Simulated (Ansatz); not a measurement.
A made-up structure of B2H4Te, singlet:

```
7
angstrom
B -0.6974 -0.2424 0.2141
B -0.0312 0.9035 -0.3008
Te 1.4464 0.1390 -0.3207
H -1.1297 -1.0563 -0.6107
H -0.7414 -0.3588 1.4447
H -0.2300 2.1196 -0.6763
H 1.3833 -1.5046 0.2497
```

It is relaxed with PBE-D4/def2-SVP and then PBE0-D4/def2-TZVP (Ansatz 0.2.0). Atoms count as bonded within 1.22 times the sum of their covalent radii (H–H: 0.88 Å). The end point is not checked to be a true minimum.

Q: Does its bonding change? (A judgement: the text doesn't fix the answer.)

A: Computed: Yes. Formed: none; broken: B1–Te3.

Where it ends: The first stage lowers the energy by 4.71 eV in 13 steps. It ends as B₂H₄Te ([BH2][BH][TeH]):
| atom | x (Å) | y (Å) | z (Å) |
| --- | --- | --- | --- |
| B1 | -1.0044 | -0.2792 | 0.2846 |
| B2 | 0.0276 | 0.8457 | -0.2924 |
| Te3 | 2.0524 | 0.2382 | -0.4687 |
| H4 | -1.5573 | -1.0567 | -0.4423 |
| H5 | -1.1976 | -0.4104 | 1.4610 |
| H6 | -0.1553 | 1.9723 | -0.6403 |
| H7 | 1.8346 | -1.3098 | 0.0981 |

Labels in which every atom is bracketed show which atoms are joined, not bond orders.

For scale, one of the runs: PBE0-D4/def2-TZVP relaxation, 136 basis functions, launched by `ansatz run in.yaml --threads 2 --pin off --events-out ev --progress --plain --max-ram 4352MiB`. The run took about 22 s on 2 CPU threads of an Arm Neoverse V1 (shared host).
